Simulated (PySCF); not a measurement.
Isomers of C2H8OSiTe. Theory: PBE0-D3(BJ)/def2-SVP geometry optimisation, gas phase, def2 core potentials past Kr in PySCF 2.14.0. One conformer each; no zero-point energy, no entropy. No frequencies were run at this level. Point groups hold within 0.08 Å.

**Question.** Order them by energy at this level, lowest first, and give relative energies in kJ/mol.
A. `[CH3:1][CH2:2][O:3][SiH2:4][TeH:5]` with C1–C2–O3–Si4 179°, C2–O3–Si4–Te5 -58°, O3–Si4–Te5–H 91°
B. `[CH3:1][Te:2][CH2:3][O:4][SiH3:5]` with C1–Te2–C3–O4 58°, Te2–C3–O4–Si5 180°

**Answer.** A (0.0), B (131.4).

| SMILES | E (Eh) | E rel (kJ/mol) | dipole (D) | point group | A, B, C (MHz) |
| --- | --- | --- | --- | --- | --- |
| CCO[SiH2][TeH] | -713.31512 | 0.0 | 1.30 | C1 | 4831, 769.2, 688.6 |
| C[Te]CO[SiH3] | -713.26506 | 131.4 | 1.39 | C1 | 5699, 789.6, 720.3 |
